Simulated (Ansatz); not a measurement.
Cd12H32S12⁺. Total charge 1; doublet. Geometry PBE-D4/def2-SVP, loosely relaxed, that of the neutral singlet; atoms count from 1.

```xyz
56

Cd   -3.0273    2.5101   -2.3259
Cd   -5.3869   -0.7205    0.6856
Cd    0.3234   -5.4483   -1.1572
Cd    1.8755    2.5157   -3.4605
Cd    2.1850   -4.1553   -3.5881
Cd   -0.9259   -0.6659   -1.9596
Cd   -1.4266    1.3770    1.7438
Cd    0.1900   -2.0302    1.6385
Cd    2.7302    0.4513    0.5146
Cd    0.6930    4.4525    0.5625
Cd    4.2144   -3.4051   -0.8157
Cd    2.2434    0.8553    3.8721
S    -3.3769   -0.0010   -1.3725
S    -0.6182    1.5917   -3.3158
S    -1.6539    3.2474   -0.1838
S    -0.2299   -2.9700   -2.6069
S    -2.1318   -3.1561    0.8858
S     1.7678   -3.6999    0.5085
S     2.4855   -0.2529   -3.5506
S     2.2387    2.7394   -0.8570
S     4.5116   -0.7027   -0.8731
S     0.2153    0.0505    0.1733
S     0.5640   -1.2598    4.0087
S     0.6725    2.7515    2.6135
H    -4.1370    3.3715   -3.2765
H    -5.2891    2.2829    1.1196
H    -4.2251   -1.4525    1.7257
H    -6.7614   -0.1683   -0.1339
H     1.6388   -5.6113   -2.3859
H    -0.9805   -6.0991   -0.2902
H     2.5524    3.4455   -4.7101
H     2.1266   -4.2666   -5.2912
H    -2.6948    0.7685    2.7042
H    -1.0584    1.9204    5.7911
H     0.9131    6.1361    0.5367
H    -1.4915    5.9544    3.5371
H     3.3336   -3.2849   -2.4278
H     5.4052   -4.2764    0.0383
H     3.2163    0.5199    2.2556
H     2.9094    1.4204    5.3425
H    -4.0532   -0.4942   -2.4495
H    -4.6691    2.1463    1.5556
H    -0.8934    1.2920   -4.6159
H    -2.5327    4.1438    0.3498
H    -1.1771   -3.3236   -3.5194
H    -2.3237   -4.0017    1.9375
H    -3.1298   -2.2328    1.3417
H     2.1089   -4.4918    1.5624
H     2.7482   -0.3930   -4.8825
H     3.8080   -0.2667   -3.1778
H     3.3894    3.4713   -0.8953
H     5.5015   -0.5679    0.0547
H    -0.3218    1.8038    5.9793
H    -0.5959   -0.5400    4.0678
H    -1.6477    5.2148    3.3775
H     0.1978    3.5039    3.6383
```

In the def2 sets Cd takes a core potential; there is no spin–orbit coupling. Single mean-field runs in def2-TZVP are fitted with def2-universal-jkfit. The geometry of the charge 1 doublet is only loosely relaxed. In the doublet geometry the species has come apart into loosely held pieces.

(1) Estimate the Mulliken populations of the heavy atoms from the PBE0/def2-TZVP orbitals of Ansatz.

(2) Where does the spin sit?

(3) And the Mayer bond orders between bonded heavy atoms (over 0.3)?

## Answers

(1) 
| atom | charge (e) | spin (α − β) | d electrons |
| --- | --- | --- | --- |
| Cd1 | 0.55 | 0.00 | 9.98 |
| Cd2 | 0.38 | 0.00 | 9.95 |
| Cd3 | 0.44 | 0.00 | 9.97 |
| Cd4 | 0.56 | 0.00 | 9.98 |
| Cd5 | 0.40 | 0.00 | 9.97 |
| Cd6 | 0.88 | 0.00 | 10.01 |
| Cd7 | 0.50 | 0.00 | 9.98 |
| Cd8 | 0.80 | 0.00 | 10.02 |
| Cd9 | 0.68 | -0.01 | 10.00 |
| Cd10 | 0.56 | 0.00 | 9.99 |
| Cd11 | 0.44 | 0.02 | 9.97 |
| Cd12 | 0.46 | 0.01 | 9.98 |
| S13 | -0.62 | 0.01 | – |
| S14 | -0.62 | 0.01 | – |
| S15 | -0.63 | 0.02 | – |
| S16 | -0.60 | 0.05 | – |
| S17 | -0.32 | 0.00 | – |
| S18 | -0.61 | 0.08 | – |
| S19 | -0.36 | 0.00 | – |
| S20 | -0.62 | 0.03 | – |
| S21 | -0.56 | 0.11 | – |
| S22 | -0.94 | 0.04 | – |
| S23 | -0.46 | 0.08 | – |
| S24 | -0.59 | 0.10 | – |
Mulliken values and Mayer orders depend strongly on the basis.

(2) Summed by element: Cd 0.00, S 0.53, H 0.47, of 1 unpaired in all. Largest on single atoms: S21 0.11, H40 0.10, H32 0.10.

(3) Cd1–S13 0.35 (2.71 Å); Cd1–S15 0.34 (2.65 Å); Cd4–S14 0.35 (2.66 Å); Cd4–S20 0.36 (2.64 Å); Cd6–S13 0.45 (2.61 Å); Cd6–S14 0.38 (2.65 Å); Cd6–S16 0.56 (2.49 Å); Cd6–S22 0.42 (2.52 Å); Cd7–S15 0.35 (2.70 Å); Cd7–S22 0.36 (2.63 Å); Cd7–S24 0.35 (2.66 Å); Cd8–S17 0.42 (2.69 Å); Cd8–S18 0.43 (2.56 Å); Cd8–S22 0.45 (2.54 Å); Cd8–S23 0.61 (2.52 Å); Cd9–S20 0.34 (2.71 Å); Cd9–S21 0.54 (2.54 Å); Cd9–S22 0.41 (2.57 Å); Cd10–S15 0.30 (2.74 Å); Cd10–S20 0.31 (2.71 Å); Cd10–S24 0.36 (2.66 Å); Cd11–S21 0.35 (2.72 Å); Cd12–S23 0.42 (2.70 Å).
